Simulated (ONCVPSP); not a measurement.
# Configuration tests for Br (Z = 35) (ONCV)

| Item | Value |
| --- | --- |
| Element | Br |
| Generator | ONCVPSP 4.0.1 |
| Type | optimised norm-conserving Vanderbilt (ONCV) |
| Functional | LDA (Perdew-Wang 92) |
| Relativity | scalar-relativistic |
| Frozen core | [Ar] 3d10 |
| Valence charge | 7 |
| Reference configuration | 4s2 4p3 (charge +2) |
| Partial waves | 4s: rc 1.35 bohr, ncon 4, nbas 7, qcut 5.3 1/bohr, 2 projectors, debl 0.4 Ha; 4p: rc 1.60 bohr, ncon 4, nbas 8, qcut 6 1/bohr, 2 projectors, debl 1.6 Ha; d scattering state at 0.15 Ha: rc 1.45 bohr, ncon 4, nbas 8, qcut 5.6 1/bohr, 2 projectors, debl 3.2 Ha |
| Local potential | polynomial inside 0.95 bohr (lpopt 5, dvloc0 4 Ha) |
| Core correction | Teter function, fcfact 3.5, rcfact 1.8 |

In the s channel the program set the typed energies aside and used -1.546, 0.250 Ha.

Energies are relative to the spin-unpolarised reference configuration 4s2 4p3; without spin polarisation the order of configurations can differ from experiment.

```
valence configuration  charge  ΔE all-electron (eV)  error AE − PS (meV)
              4s2 4p5       0               -35.645                 -103
              4s2 4p4      +1               -22.941                  -33
            4s2 4p4.5    +0.5               -30.498                  -67
```

(1) What are ΔE and the potential's error for 4s2 4p2?

Levels in the configuration 4s2 4p4.5:

```json
{"level": "4s", "all-electron (eV)": "-25.283", "pseudo (eV)": "-25.205"}
{"level": "4p", "all-electron (eV)": "-12.652", "pseudo (eV)": "-12.578"}
```

Note: no bound ghost flagged; GHOST(+) flagged for s at 28.2 eV.

Answers

(1) ΔE = 34.220 eV all-electron; the error (AE − PS) is -67 meV.
